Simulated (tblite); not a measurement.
F4Sn (SMILES [F][Sn]([F])([F])[F]), singlet, at a GFN2-xTB geometry (such geometries of metal compounds can be far from the true shape); tblite with GFN1-xTB.

Input for tblite:
```
$ tblite run mol.xyz --method gfn1 --charge 0 --spin 0 --spin-polarized --json tblite.json --no-restart

# file mol.xyz
5

F     -0.95583512    -1.49040427    -0.73172632
Sn    -0.00000000    -0.00000000    -0.00000000
F     -1.14423492     1.53611205     0.03788529
F      0.56745998    -0.41770137     1.78153412
F      1.53261006     0.37199359    -1.08769309
```

### Question
Predict the main parts of the log of this tblite run.

### Answer

```
xTB calculator
 | screened Coulomb repulsion
 | Coulomb electrostatics
 |  * isotropic Klopman-Ohno-Mataga-Nishimoto electrostatics
 |  * onsite third-order electrostatics
 | DFT-D3(BJ) dispersion correction
 | Interactions (1)
 | [1] spin polarization

halogen bonding energy    0.0000000000000E+00 Eh
repulsion energy          7.3161037434292E-03 Eh
dispersion energy        -9.3845329769250E-04 Eh
interaction energy        0.0000000000000E+00 Eh
number of electrons       3.2000000000000E+01 e
integral cutoff           2.8182813135037E+01 bohr

------------------------------------------------------------
  cycle        total energy    energy error   density error
------------------------------------------------------------
      1     -22.98857061329  -2.2994948E+01   3.8434325E-01
      2     -23.05356986994  -6.4999257E-02   1.7763881E-01
      3     -23.05423304676  -6.6317682E-04   6.0913309E-02
      4     -23.05429583092  -6.2784158E-05   2.1707945E-03
      5     -23.05430127767  -5.4467533E-06   1.6440705E-04
      6     -23.05430131389  -3.6215567E-08   3.3523481E-05
      7     -23.05430131399  -1.0748380E-10   3.6690746E-07
------------------------------------------------------------

electronic energy        -2.3060678964439E+01 Eh
total energy             -2.3054301313993E+01 Eh

Post processing:
 | Mayer-Wiberg bond orders

[Info] JSON dump of results written to 'tblite.json'
```
